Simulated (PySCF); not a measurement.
The numbers below are computed, except where a source is named.
CH5AlFO4Si

The system: CH5AlFO4Si, a small molecule (built as: Si site whose three back bonds go to F, OAl(OH)2, OCH3); neutral, doublet. The structure, one conformer, was relaxed in the gas phase by PBE0-D3(BJ)/def2-SVP. No frequency run checks that it is a minimum.

SMILES: CO[Si](F)[O][Al]([OH])[OH]

| atom | x (Å) | y (Å) | z (Å) |
| --- | --- | --- | --- |
| Si1 | 0.125 | -1.778 | 0.912 |
| F2 | -0.711 | -2.356 | 2.175 |
| O3 | 0.485 | -0.209 | 1.219 |
| Al4 | 0.484 | 1.429 | 0.767 |
| O5 | 0.794 | 2.670 | 1.871 |
| O6 | 0.179 | 1.779 | -0.862 |
| O7 | -0.901 | -1.948 | -0.372 |
| C8 | -0.668 | -1.545 | -1.699 |
| H9 | 0.974 | 2.541 | 2.803 |
| H10 | 0.148 | 2.665 | -1.226 |
| H11 | 0.206 | -2.061 | -2.136 |
| H12 | -1.550 | -1.814 | -2.298 |
| H13 | -0.506 | -0.456 | -1.778 |

EPR values by unrestricted B3LYP, IGLO-III on Al C F O Si, pcH-1 on H.

**Question.** Predict g and the largest hyperfine couplings. Where does the spin sit?

**Answer.** g = 2.0002, 2.0008, 2.0019. The spin sits on Si1 (86 %, bonded to 1 F + 2 O) by Mulliken populations.
```json
{"atom": "Si1", "isotope": "29Si", "isotropic (MHz)": "-1151.7", "dipolar, principal values (MHz)": "-108.2, 53.7, 54.5"}
{"atom": "F2", "isotope": "19F", "isotropic (MHz)": "354.7", "dipolar, principal values (MHz)": "-118.4, -112.8, 231.2"}
{"atom": "O3", "isotope": "17O", "isotropic (MHz)": "-94.5", "dipolar, principal values (MHz)": "-20.4, 9.6, 10.8"}
{"atom": "O7", "isotope": "17O", "isotropic (MHz)": "-49.1", "dipolar, principal values (MHz)": "-34.7, 17.0, 17.7"}
{"atom": "Al4", "isotope": "27Al", "isotropic (MHz)": "32.0", "dipolar, principal values (MHz)": "-2.2, -2.0, 4.1"}
{"atom": "H11", "isotope": "1H", "isotropic (MHz)": "2.5", "dipolar, principal values (MHz)": "-3.0, -2.1, 5.2"}
```

**Question.** How do the isotropic couplings move with BHandHLYP?

**Answer.** Si1 -1151.7 to -1188.3 MHz, F2 354.7 to 369.6 MHz, O3 -94.5 to -93.4 MHz, O7 -49.1 to -53.7 MHz.

The 2 runs behind this took 2.4 min in all, one thread each of AMD EPYC 9R45 96-Core on a shared host, launched as `OMP_NUM_THREADS=1 python cluster_run.py task.json out`.
